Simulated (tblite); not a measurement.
Species: CH12F2N2Si4.
SMILES with atom numbers: `[F:1][CH2:2][SiH2:3][NH:4][Si@H:5]([F:6])[N:7]([SiH3:8])[SiH3:9]` (hydrogens: H10, H11 on C2; H12, H13 on Si3; H14 on N4; H15 on Si5; H16, H17, H18 on Si8; H19, H20, H21 on Si9)

Structure optimised with GFN2-xTB, isolated species.

Problem. List the bond lengths, angles and torsions at this level.

Solution. 
```tsv
bond	length (pm)	order
F1–C2	138.4	single
C2–Si3	191.7	single
Si3–N4	172.2	single
N4–Si5	172.1	single
Si5–F6	161.0	single
Si5–N7	172.4	single
N7–Si8, N7–Si9	174.7	single
C2–H10	109.2	single
C2–H11	109.1	single
Si3–H12	146.5	single
Si3–H13	146.5	single
N4–H14	100.7	single
Si5–H15	145.5	single
Si8–H16 and 5 like bonds	146.3	single
```

Bonds in one row agree within 1 pm and their mean is given. Orders are formal, as drawn. A selection of angles:
```tsv
angle	degrees
F1–C2–Si3	110.3
C2–Si3–N4	104.6
Si3–N4–Si5	127.0
N4–Si5–F6	106.1
N4–Si5–N7	111.0
F6–Si5–N7	109.5
Si5–N7–Si8	118.3
Si8–N7–Si9	123.1
H14–N4–Si3	116.4
H14–N4–Si5	116.0
```

Dihedral angles: F1–C2–Si3–N4 -51° (synclinal); C2–Si3–N4–Si5 -171° (antiperiplanar); Si3–N4–Si5–F6 -29° (synperiplanar); N4–Si5–N7–Si8 127° (anticlinal).

Si8 (SiH3 silicon) is tetrahedral (angles from 106.1° to 111.4°). Of the pairs four or more bonds apart, Si9···H14 is among the closest relative to their van der Waals radii: 2.96 Å, 90 % of the sum of Bondi's values. The N–Si distances run from 1.721 Å (N4–Si5, drawn single) to 1.750 Å (N7–Si8, drawn single), a spread of 0.029 Å. Si5 (fluorine-bound silicon) is distorted tetrahedral (angles from 104.0° to 113.0°). N4 (nitrogen bridging silicon atoms) is planar (angles 127.0°, 116.4° and 116.0°, sum 359.4°, 0.06 Å off the plane of its three neighbours). Si3 (SiH2 silicon) is distorted tetrahedral (angles from 104.6° to 113.2°). N7 (nitrogen bridging silicon atoms) is planar (angles 123.1°, 118.4° and 118.3°, sum 359.8°, 0.05 Å off the plane of its three neighbours).

Point group: C1 (no symmetry element, even within 0.4 Å). Its lowest GFN2-xTB frequency is 7 cm⁻¹, too small to tell a flat minimum from a shallow saddle. The numbers are those of one conformer.

These are computed values.
